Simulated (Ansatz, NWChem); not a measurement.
# Exact exchange and the HOMO–LUMO gap of WO3 (tungsten trioxide)

WO3: 4 atoms, total charge 0, spin state singlet. SMILES: `[O]=[W](=[O])=[O]`. The coordinates come from a PBE0-D4/def2-TZVP relaxation.

The HOMO–LUMO gap y, in eV, basis def2-SVPD with a core potential; a is the functional's share of exact exchange. Programs: Ansatz 0.2.0, NWChem 7.3.0.

```
functional  program     a  y (eV)
    revPBE   Ansatz     0    1.97
      TPSS   NWChem     0    2.16
     B3LYP   Ansatz   0.2       ?
      PBE0   Ansatz  0.25    4.18
     BHLYP   Ansatz   0.5    6.27
```

Q: Fit y = c + s·a to the known rows and predict B3LYP.

A: 
1. Means of the 4 rows: a = 0.1875, y = 3.645.
2. Σ(Δa)² = 0.17188, Σ(Δa·Δy) = 1.4462, so the slope is 1.4462/0.17188 = 8.414.
3. Intercept: 3.645 − (8.414) × 0.1875 = 2.067. The largest residual of the fit is 0.097.
4. B3LYP: 2.067 + (8.414) × 0.2 = 3.75 eV.

The run gave 3.58 eV, so the prediction is off by +0.17 eV, more than the largest residual. Exact exchange lowers occupied levels and raises empty ones. The rows mix families of semi-local functionals, which the line can't see.
